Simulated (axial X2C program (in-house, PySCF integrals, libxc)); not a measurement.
# Spin–orbit effects down a group: molecules with Mg, HF

Calculated with an in-house all-electron X2C program for linear molecules (integrals from PySCF), spin-free (one-electron X2C) or two-component (2c: spin–orbit coupling with atomic mean-field Coulomb and Gaunt terms, which also bring small scalar terms), in Dyall basis sets with cores contracted in-house; open shells are unrestricted.

Basis sets: As dyall-cv3z, Mg dyall-cv3z, P dyall-v3z, Sb dyall-cv3z.

```
molecule   spin-free state  Re (Å)  ωe (cm⁻¹)  De (eV)  2c state  Re 2c (Å)  ωe 2c (cm⁻¹)  De 2c (eV)
     MgP  M_S = 3/2, Λ = 0   2.532      318.0     0.28   Ω = 3/2      2.532         317.8        0.28
    MgAs  M_S = 3/2, Λ = 0   2.650      237.6     0.19   Ω = 3/2      2.650         237.3        0.19
    MgSb  M_S = 3/2, Λ = 0   2.888      189.7     0.13   Ω = 3/2      2.882         189.7        0.13
```

Each entry is the lowest single determinant of a limited PBE0 search at one distance. De goes to single-determinant-based atoms at the same level (for ions the charge split of lowest energy) and is withheld (n/a) where an atom does not fit its ground term or J level. Main or longest-lived isotopes. One determinant is a doubtful description, or other states lie close, for MgP, MgAs, MgSb; these need not be ground states, and all values refer to the states named. With several unpaired electrons the Ω given is that of one determinant, not necessarily of the lowest component.
